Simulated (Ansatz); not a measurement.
This geometry of Cl2Zn + H2 (5 atoms, charge 0, multiplicity 1) is a first-order saddle point.

The calculation used RKS LDA/def2-SVP in Ansatz 0.2.0.

```xyz
5
Properties=species:S:1:pos:R:3
Zn -0.624 0.000 -0.102
Cl 0.194 0.000 2.153
Cl 0.421 0.000 -1.896
H -2.035 0.000 0.747
H -1.241 0.000 1.601
```

Which two structures does it join? (They come from a converged band through this point; their orientation in space is the band's.)

Bonds broken: Zn1–Cl2, H4–H5. Bonds formed: Zn1–H4, Cl2–H5. Cl2Zn + H2 becomes Cl2H2Zn.

Initial state:

```xyz
5
Properties=species:S:1:pos:R:3
Zn 0.147 0.000 0.330
Cl 0.725 0.000 2.325
Cl -0.136 0.000 -1.728
H -2.092 0.000 0.401
H -1.928 0.000 1.175
```

Final state:

```xyz
5
Properties=species:S:1:pos:R:3
Zn -0.888 0.000 -0.350
Cl 0.236 0.000 2.094
Cl 0.694 0.000 -1.706
H -2.250 0.000 0.348
H -1.076 0.000 2.118
```

How far does it lie above each of them?

90.6 kJ/mol above the first and 13.3 kJ/mol above the second. This is the barrier of this one path; another mechanism may lie lower. The orbitals stay closed-shell, which can raise the energy where a bond breaks towards radicals; this wasn't checked here.

Time of the run: 46 s on 1 thread of Arm Neoverse V1, with other jobs on the host, peak memory 0.16 GiB.
